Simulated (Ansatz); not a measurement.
Computed with Ansatz on PBE0-D4/def2-TZVP structures; ΔE is electronic, products minus reactants. CCSD(T)/CBS adds triple-zeta CCSD(T) − MP2 to the extrapolated MP2 energy (def2 sets, frozen cores). DFT in def2-TZVPP. B3LYP here is the variant with VWN-RPA as its local correlation; programs differ in this. One conformer a species, not always the lowest.

Reaction (formal exchange of groups at the Si–C bond): `O=C(O)C[SiH2]F` + `COC1(O)BC1` → `OC1([SiH2]F)BC1` + `COCC(=O)O`

| level | ΔE (kcal/mol) |
| --- | --- |
| PBE | 9.0 |
| B3LYP | 8.8 |

Q: What does CCSD(T)/CBS give? (Estimate.)

A: The calculation gave: +9.3 kcal/mol. The listed levels differ from it by -0.3, -0.5 kcal/mol.

Largest T1 diagnostic among the species: 0.014.
